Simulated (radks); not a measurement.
Results of a calculation; reference values are marked as such.
Ionisation of the beryllium ion Be+, [He] 2s1, to Be2+, [He], under several functionals. Scalar-relativistic Kohn-Sham, spin-polarised, spherical densities, finite nucleus; open shells are filled with parallel spins first; a radial shooting solver on a logarithmic mesh with Libxc functionals.

| functional | E(Be+) (hartree) | Exc (hartree) | IE (eV) | -e(HOMO) (eV) | <r> HOMO (bohr) | IE error (eV) |
|---|---|---|---|---|---|---|
| LDA (Slater exchange, Perdew-Wang correlation) | -14.11746 | -2.31598 | 18.256 | 14.301 | 2.265 | +0.045 |
| exchange-only PBE | -14.24846 | -2.46475 | 18.276 | 14.128 | 2.267 | +0.065 |
| LDA (Slater exchange, VWN5 correlation) | -14.11829 | -2.31685 | 18.257 | 14.302 | 2.264 | +0.046 |
| revPBE | -14.33607 | -2.55819 | 18.517 | 14.494 | 2.254 | +0.306 |
| BP86 | -14.32751 | -2.54895 | 18.392 | 14.499 | 2.253 | +0.180 |
| PBEsol | -14.20832 | -2.41853 | 18.289 | 14.343 | 2.261 | +0.078 |
| B86b exchange with PBE correlation | -14.32490 | -2.54559 | 18.527 | 14.511 | 2.250 | +0.315 |
| MS2 meta-GGA | -14.34767 | -2.57333 | 18.510 | 14.783 | 2.253 | +0.299 |
| XLYP | -14.35156 | -2.57460 | 18.622 | 14.329 | 2.240 | +0.411 |

NIST Atomic Spectra Database: 18.211 eV (measured). Closest: LDA (Slater exchange, Perdew-Wang correlation). The Delta-SCF values span 0.37 eV, the total energies 0.23 hartree. The highest occupied level is 2s.
